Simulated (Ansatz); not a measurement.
Born–Oppenheimer molecular dynamics of a periodic cell of 13 atoms, LiLu12 (host Lu, host structure hcp, interstitial Li). It goes on from the last frame of an earlier run, with new velocities.

Method: DFT PBE, scalar-relativistic, plane waves, PAW in Ansatz. Settings: cutoff 420 eV, k mesh 3x2x3, fermi-dirac smearing 0.05 eV, no spin polarisation.

- ensemble: NVT, Langevin thermostat
- time step: 1 fs
- steps asked: 60
- set temperature: 1680 K
- friction: 0.005 /fs
- seed: 653435

Frames 5 fs apart, positions in Å.

Velocities at 0 fs (Å/ps):

```
Lu -0.97 -1.71 -1.65
Lu 4.04 -0.75 -2.05
Lu 5.52 -1.27 1.09
Lu -2.83 -3.78 0.66
Lu 1.23 0.67 -0.86
Lu 2.56 -1.58 -2.53
Lu -0.11 7.46 4.18
Lu -2.77 1.62 0.12
Lu -2.25 -3.68 -0.87
Lu -3.78 -0.47 0.12
Lu 0.20 5.18 4.86
Lu -0.55 -1.69 -2.60
Li -7.35 -0.25 -11.95
```

```xyz
13
Lattice="7.0200 0.0000 0.0000 -5.2650 9.1192 0.0000 0.0000 0.0000 5.5633" Properties=species:S:1:pos:R:3 time_fs=0 energy_less_start_eV=0.000 T=1551
Lu -0.193 -0.114 -0.052
Lu 0.050 1.911 2.484
Lu -1.921 3.309 -0.125
Lu -1.763 5.011 2.843
Lu -3.380 6.368 -0.001
Lu -3.446 8.319 2.797
Lu 3.626 0.034 -0.119
Lu 3.499 2.274 2.651
Lu 1.805 2.686 -0.367
Lu 1.766 4.903 3.358
Lu -0.097 6.282 0.099
Lu -0.073 8.024 2.723
Li 1.698 4.600 1.042
13
Lattice="7.0200 0.0000 0.0000 -5.2650 9.1192 0.0000 0.0000 0.0000 5.5633" Properties=species:S:1:pos:R:3 time_fs=5 energy_less_start_eV=0.004 T=1619
Lu -0.197 -0.123 -0.061
Lu 0.070 1.906 2.477
Lu -1.893 3.299 -0.119
Lu -1.777 4.994 2.846
Lu -3.375 6.370 -0.004
Lu -3.433 8.311 2.783
Lu 3.627 0.073 -0.097
Lu 3.484 2.285 2.650
Lu 1.791 2.666 -0.373
Lu 1.745 4.903 3.361
Lu -0.097 6.308 0.122
Lu -0.079 8.018 2.708
Li 1.679 4.601 0.975
13
Lattice="7.0200 0.0000 0.0000 -5.2650 9.1192 0.0000 0.0000 0.0000 5.5633" Properties=species:S:1:pos:R:3 time_fs=10 energy_less_start_eV=0.041 T=1544
Lu -0.202 -0.131 -0.070
Lu 0.088 1.903 2.472
Lu -1.868 3.290 -0.116
Lu -1.791 4.977 2.845
Lu -3.369 6.372 -0.005
Lu -3.420 8.303 2.771
Lu 3.632 0.110 -0.075
Lu 3.468 2.295 2.647
Lu 1.777 2.643 -0.380
Lu 1.726 4.906 3.363
Lu -0.098 6.335 0.142
Lu -0.081 8.013 2.696
Li 1.671 4.617 0.912
13
Lattice="7.0200 0.0000 0.0000 -5.2650 9.1192 0.0000 0.0000 0.0000 5.5633" Properties=species:S:1:pos:R:3 time_fs=15 energy_less_start_eV=0.108 T=1459
Lu -0.210 -0.141 -0.077
Lu 0.109 1.897 2.465
Lu -1.842 3.280 -0.111
Lu -1.807 4.960 2.845
Lu -3.363 6.370 -0.008
Lu -3.409 8.294 2.757
Lu 3.640 0.143 -0.058
Lu 3.457 2.305 2.642
Lu 1.762 2.618 -0.387
Lu 1.704 4.909 3.369
Lu -0.094 6.362 0.161
Lu -0.085 8.007 2.684
Li 1.686 4.627 0.874
13
Lattice="7.0200 0.0000 0.0000 -5.2650 9.1192 0.0000 0.0000 0.0000 5.5633" Properties=species:S:1:pos:R:3 time_fs=20 energy_less_start_eV=0.161 T=1396
Lu -0.215 -0.149 -0.086
Lu 0.131 1.897 2.458
Lu -1.815 3.269 -0.105
Lu -1.822 4.946 2.840
Lu -3.360 6.368 -0.012
Lu -3.402 8.285 2.742
Lu 3.645 0.174 -0.040
Lu 3.449 2.313 2.640
Lu 1.750 2.593 -0.393
Lu 1.677 4.912 3.378
Lu -0.091 6.383 0.181
Lu -0.088 8.003 2.672
Li 1.712 4.640 0.869
13
Lattice="7.0200 0.0000 0.0000 -5.2650 9.1192 0.0000 0.0000 0.0000 5.5633" Properties=species:S:1:pos:R:3 time_fs=25 energy_less_start_eV=0.201 T=1329
Lu -0.218 -0.153 -0.093
Lu 0.152 1.897 2.453
Lu -1.786 3.254 -0.101
Lu -1.832 4.937 2.833
Lu -3.360 6.367 -0.012
Lu -3.398 8.277 2.727
Lu 3.648 0.202 -0.023
Lu 3.440 2.319 2.640
Lu 1.740 2.569 -0.398
Lu 1.649 4.917 3.390
Lu -0.092 6.400 0.200
Lu -0.094 8.003 2.659
Li 1.730 4.680 0.892
13
Lattice="7.0200 0.0000 0.0000 -5.2650 9.1192 0.0000 0.0000 0.0000 5.5633" Properties=species:S:1:pos:R:3 time_fs=30 energy_less_start_eV=0.237 T=1379
Lu -0.215 -0.157 -0.101
Lu 0.174 1.902 2.450
Lu -1.752 3.242 -0.099
Lu -1.844 4.935 2.822
Lu -3.360 6.366 -0.007
Lu -3.397 8.268 2.712
Lu 3.651 0.231 -0.003
Lu 3.430 2.325 2.640
Lu 1.732 2.547 -0.400
Lu 1.623 4.925 3.401
Lu -0.097 6.412 0.218
Lu -0.103 8.001 2.649
Li 1.761 4.717 0.948
13
Lattice="7.0200 0.0000 0.0000 -5.2650 9.1192 0.0000 0.0000 0.0000 5.5633" Properties=species:S:1:pos:R:3 time_fs=35 energy_less_start_eV=0.288 T=1254
Lu -0.207 -0.157 -0.107
Lu 0.195 1.911 2.448
Lu -1.718 3.233 -0.097
Lu -1.858 4.933 2.809
Lu -3.354 6.362 -0.002
Lu -3.397 8.258 2.698
Lu 3.648 0.260 0.022
Lu 3.420 2.325 2.640
Lu 1.724 2.527 -0.400
Lu 1.600 4.931 3.413
Lu -0.103 6.418 0.235
Lu -0.110 7.997 2.646
Li 1.805 4.735 1.014
13
Lattice="7.0200 0.0000 0.0000 -5.2650 9.1192 0.0000 0.0000 0.0000 5.5633" Properties=species:S:1:pos:R:3 time_fs=40 energy_less_start_eV=0.344 T=1268
Lu -0.196 -0.152 -0.114
Lu 0.215 1.921 2.450
Lu -1.685 3.228 -0.095
Lu -1.869 4.933 2.797
Lu -3.346 6.358 0.004
Lu -3.397 8.254 2.686
Lu 3.640 0.286 0.046
Lu 3.410 2.319 2.636
Lu 1.716 2.507 -0.396
Lu 1.575 4.932 3.425
Lu -0.112 6.425 0.249
Lu -0.115 7.993 2.648
Li 1.845 4.739 1.067
13
Lattice="7.0200 0.0000 0.0000 -5.2650 9.1192 0.0000 0.0000 0.0000 5.5633" Properties=species:S:1:pos:R:3 time_fs=45 energy_less_start_eV=0.397 T=1182
Lu -0.183 -0.145 -0.119
Lu 0.234 1.932 2.452
Lu -1.657 3.219 -0.093
Lu -1.877 4.937 2.784
Lu -3.338 6.355 0.014
Lu -3.401 8.253 2.673
Lu 3.631 0.310 0.068
Lu 3.400 2.305 2.631
Lu 1.710 2.489 -0.393
Lu 1.546 4.936 3.436
Lu -0.121 6.429 0.261
Lu -0.117 7.987 2.657
Li 1.884 4.752 1.099
13
Lattice="7.0200 0.0000 0.0000 -5.2650 9.1192 0.0000 0.0000 0.0000 5.5633" Properties=species:S:1:pos:R:3 time_fs=50 energy_less_start_eV=0.437 T=1062
Lu -0.169 -0.137 -0.125
Lu 0.249 1.939 2.454
Lu -1.631 3.210 -0.094
Lu -1.885 4.939 2.771
Lu -3.332 6.350 0.026
Lu -3.408 8.257 2.665
Lu 3.623 0.329 0.088
Lu 3.387 2.289 2.628
Lu 1.705 2.474 -0.389
Lu 1.517 4.941 3.446
Lu -0.131 6.426 0.275
Lu -0.120 7.983 2.669
Li 1.942 4.736 1.125
13
Lattice="7.0200 0.0000 0.0000 -5.2650 9.1192 0.0000 0.0000 0.0000 5.5633" Properties=species:S:1:pos:R:3 time_fs=55 energy_less_start_eV=0.441 T=960
Lu -0.153 -0.127 -0.132
Lu 0.259 1.941 2.454
Lu -1.607 3.198 -0.101
Lu -1.889 4.942 2.758
Lu -3.326 6.340 0.037
Lu -3.419 8.262 2.660
Lu 3.617 0.340 0.107
Lu 3.375 2.277 2.622
Lu 1.700 2.462 -0.381
Lu 1.487 4.950 3.459
Lu -0.141 6.423 0.288
Lu -0.122 7.984 2.681
Li 1.981 4.704 1.121
```

Of the whole run (60 fs, mean temperature of the second half 1138 K): The mean temperature of the second half is 32 % below the set value. A run of 0.06 ps of so small a system gives no equilibrium averages. Limits of this set-up: coarse k mesh, a small cell, in which the defect meets its images, a typed lattice constant that wasn't relaxed here.

Run time: 33 min on 4 threads of AMD EPYC 7R43 64-Core Processor (Zen 3) (shared host), peak memory 2.1 GiB.
